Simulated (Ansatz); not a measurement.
## Ligand exchange: C3H8Cd + SiH(CH3)(OH)(SiH3) → C2H6CdO + SiH(CH3)2(SiH3)

Gas-phase species: C3H8Cd `C[CH2][Cd][CH3]`, singlet; SiH(CH3)(OH)(SiH3), singlet; C2H6CdO `C[CH2][Cd][OH]`, singlet; SiH(CH3)2(SiH3), singlet. The partners trade CH3 for OH: Cd–CH3 and Si–OH bonds give way to Cd–OH and Si–CH3.

Shapes, held fixed at every level: PBE0-D4/def2-TZVP. Flexible molecules stand in one conformer, not always the lowest. Programs: Ansatz 0.2.0. Electronic energies: no zero-point or thermal term.

```tsv
level	kind	ΔE (kJ/mol)	less CCSD(T)/def2-TZVPP
B3LYP-D4/def2-TZVPP	global hybrid	+44.5	-5.4
BHLYP-D4/def2-TZVPP	global hybrid	+51.0	+1.1
PBE0-D4/def2-TZVPP	global hybrid	+43.0	-6.9
B2PLYP/def2-TZVPP	double hybrid	+47.4	-2.5
MP2/def2-SVP	perturbation theory	+40.9	-9.0
MP2/def2-TZVPP	perturbation theory	+52.9	+3.0
CCSD/def2-TZVPP	coupled cluster or CI	+51.2	+1.3
CCSD(T)/def2-TZVPP	coupled cluster or CI	+49.9	0.0
```

The highest level, CCSD(T)/def2-TZVPP, gives ΔE = +49.9 kJ/mol; the levels span +40.9 to +52.9. The column of differences is taken from that level and isn't an error. No measured value is set beside it here. For atoms past krypton def2 sets carry core potentials with scalar relativity. Outer-core shells of Cd are correlated, in sets that cover them unevenly.
